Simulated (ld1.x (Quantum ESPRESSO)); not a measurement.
**Ti: excitation energies, all-electron against ultrasoft**

- Element: titanium
- Generator: ld1.x (Quantum ESPRESSO) 7.5
- Type: ultrasoft
- Functional: LDA (PZ)
- Relativity: scalar-relativistic
- Frozen core: [Ne] 3s2
- Valence charge: 10
- Reference configuration: 3p6 3d2 4s1.5 4p0 (charge +0.5)
- Partial waves: 4s (bound): rcut 2.35, rcutus 2.75 bohr; 4s channel at 2.7 Ry: rcut 2.35, rcutus 2.75 bohr; 3p (bound): rcut 1.85, rcutus 2.30 bohr; 4p (bound, empty): rcut 1.85, rcutus 2.30 bohr; 3d (bound): rcut 2.60, rcutus 2.90 bohr; 3d channel at -0.25 Ry: rcut 2.60, rcutus 2.90 bohr
- Local potential: all-electron potential smoothed inside 2.65 bohr (lloc = -1)
- Core correction: Bessel-smoothed model core inside 1.10 bohr
- Augmentation charge: PSQ, radius 1.55 bohr

Energies are relative to the spin-unpolarised reference configuration 3p6 3d2 4s1.5 4p0; without spin polarisation the order of configurations can differ from experiment. Spin-polarised rows fill each open shell by Hund’s rule, majority spin first. Not all tests gave a result: 1 of 9 tests not solved or not reliable. Left out of the table: 3p6 3d3 4s1 4p0 (solver errors, printed error -1038 eV). The frozen-core shift is the all-electron ΔE with the core orbitals held at their reference shape minus the fully relaxed ΔE.

```json
{"valence configuration": "3p6 3d2 4s1 4p0", "charge": "+1", "ΔE all-electron (eV)": "4.519", "error AE − PS (meV)": "-0.4", "frozen-core shift (meV)": "+0.3"}
{"valence configuration": "3p6 3d2 4s0 4p0", "charge": "+2", "ΔE all-electron (eV)": "18.319", "error AE − PS (meV)": "-20", "frozen-core shift (meV)": "+1.9"}
{"valence configuration": "3p6 3d2.5 4s1.5 4p0", "charge": "0", "ΔE all-electron (eV)": "-2.693", "error AE − PS (meV)": "-62", "frozen-core shift (meV)": "+4.2"}
{"valence configuration": "3p5 3d2 4s2 4p0", "charge": "+1", "ΔE all-electron (eV)": "42.492", "error AE − PS (meV)": "-185", "frozen-core shift (meV)": "n/a"}
{"valence configuration": "3p6 3d2 4s0 4p1", "charge": "+1", "ΔE all-electron (eV)": "8.367", "error AE − PS (meV)": "-2.8", "frozen-core shift (meV)": "n/a"}
{"valence configuration": "3p6 3d2 4s2 4p0 (spin-polarised)", "charge": "0", "ΔE all-electron (eV)": "-3.687", "error AE − PS (meV)": "+27", "frozen-core shift (meV)": "n/a"}
```

Task: What are ΔE and the potential's error for 3p6 3d2 4s1.5 4p0 (spin-polarised)?

Result: ΔE = -0.864 eV all-electron; the error (AE − PS) is +31 meV.

Task: What are ΔE and the potential's error for 3p6 3d2 4s2 4p0?

Result: ΔE = -3.016 eV all-electron; the error (AE − PS) is +0.1 meV.

A variational frozen-core shift is positive and of second order in the change. This column holds negative values, so the frozen-core run of ld1.x carries numerical noise or an error of first order here, and the column gives no more than the rough size of the effect.
